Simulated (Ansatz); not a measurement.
`B[SiH2]CC` + `OB[SiH3]` → `BOB[SiH3]` + `CC[SiH3]` at 700 K and 1 bar (cleavage of the B–Si bond).

Program: Ansatz. Geometries: PBE0-D4/def2-TZVP. ΔE: electronic, gas phase. CCSD(T)/CBS adds triple-zeta CCSD(T) − MP2 to the extrapolated MP2 energy (def2 sets, frozen cores). One conformer a species, not always the lowest.

```tsv
species	CCSD(T)/CBS energy (Eh)	H − E (kJ/mol)	S (J/(mol·K))
`B[SiH2]CC`	-395.35748	352.6	478.8
`OB[SiH3]`	-392.07510	194.9	384.0
`BOB[SiH3]`	-417.48760	239.4	450.0
`CC[SiH3]`	-369.99568	302.8	400.3
```

H − E and S are ideal-gas, rigid-rotor, harmonic terms from PBE0-D4/def2-TZVP, for one conformer and one mirror image of each species. 1 Eh = 2625.50 kJ/mol, R = 8.31446 J/(mol·K).

Question: By hand: ΔE, ΔH, ΔS and ΔG.

Answer: ΔE = (-417.48760) + (-369.99568) − (-395.35748) − (-392.07510) = -0.05070 Eh = -133.1 kJ/mol. Δ(H − E) = 239.4 + 302.8 − 352.6 − 194.9 = -5.3, so ΔH = -138.4 kJ/mol. ΔS = 450.0 + 400.3 − 478.8 − 384.0 = -12.5 J/(mol·K). ΔG = -138.4 − 700 × (-12.5)/1000 = -129.7 kJ/mol.

Question: By hand: the equilibrium constant, and the temperature at which ΔG would vanish if ΔH and ΔS stayed fixed.

Answer: log₁₀ K = −ΔG/(RT ln 10) = 9.7. ΔG = 0 at ΔH/ΔS = 11072 K, far beyond where these terms or the molecules hold.

The number of gas molecules stays the same, so ΔS is small and ΔH decides. A doubt of 5 kJ/mol in ΔE shifts log₁₀ K by 0.4 here. Other conformers and mirror images would add mixing entropy, several J/(mol·K) or more a flexible species. Modes under 60 cm⁻¹, often nearly free rotors, make the harmonic entropy too high. These are equilibria of isolated gas molecules and say nothing of rates. Largest T1 diagnostic: 0.014 (customary marks: 0.02 for closed shells, 0.045 for open ones).
